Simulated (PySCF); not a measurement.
## InB⁻: from constants to spectrum

UHF-CCSD(T) constants of InB⁻, ⁴Σ⁻ (quartet), unpaired electrons σ ↑, π ↑↑ (basis In def2-SVPD with ECP28, B def2-SVPD; scalar-relativistic core potentials; PySCF 2.14; masses 114.9039 and 11.0093 u):

- ωe: 463.9 cm⁻¹
- ωexe: 2.83 cm⁻¹
- Be: 0.32267 cm⁻¹
- αe: 0.00272 cm⁻¹

Question: What force constant and bond length do these constants imply?

Answer: Reduced mass μred = 10.047 u; k = 5.8918×10⁻⁷·μred·ωe² (u, cm⁻¹, mdyn/Å) = 1.27 mdyn/Å; Re = √(16.8576/(μred·Be)) (u, cm⁻¹, Å) = 2.280 Å.

Question: Estimate the centrifugal constant D from the Kratzer relation and find the Dunham coefficient a1.

Answer: D = 4Be³/ωe² = 6.24e-07 cm⁻¹; a1 = −1 − αeωe/(6Be²) = -3.02.

Correlated steps freeze 5 core orbitals. These are scalar-relativistic numbers at best; spin–orbit coupling would shift them, the dissociation energy most. The state is the lowest determinant that a PBE0 search found; another state may lie lower at other levels.
